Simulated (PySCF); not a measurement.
# From computed data to an observable: chemical shift, span and skew from a shielding tensor

CH4S2Zn, SMILES C[S][Zn][SH]. Atoms are numbered in the order given.

```xyz
8

Zn    -0.1717     0.2064     0.2593
S     -1.6977     1.7504     0.4238
H     -2.6949     0.8412     0.5204
S      1.3587    -1.3268     0.0961
C      1.4595    -1.5136    -1.7215
H      0.5114    -1.8566    -2.1585
H      2.2203    -2.2832    -1.9135
H      1.7800    -0.5873    -2.2179
```
Charge 0, spin multiplicity 1.

The structure is a stationary point at PBE0-D3(BJ)/def2-SVP. The values are those of a single conformer.

GIAO shieldings from PBE0/pcSseg-1 (PySCF), non-relativistic, no solvent. The symmetric part of the tensor of C5 has the principal values 164.5, 167.0, 190.1 ppm. The same nucleus in TMS has σ = 186.3 ppm at this level (PySCF, at its B3LYP-D3(BJ)/def2-TZVP geometry).

Problem. Work out the isotropic shielding, the ¹³C shift against TMS, the span and the skew.

Solution. 
σ(iso) = (σ11 + σ22 + σ33)/3 = 173.9 ppm. δ = σ(ref) − σ(iso) = 186.3 − (173.9) = 12.4 ppm.
Span Ω = σ33 − σ11 = 25.6 ppm. Skew κ = 3(σ(iso) − σ22)/Ω = 0.80. Tumbling in solution averages the tensor to δ; in a static solid the shielding alone would spread this spin-1/2 line over Ω.
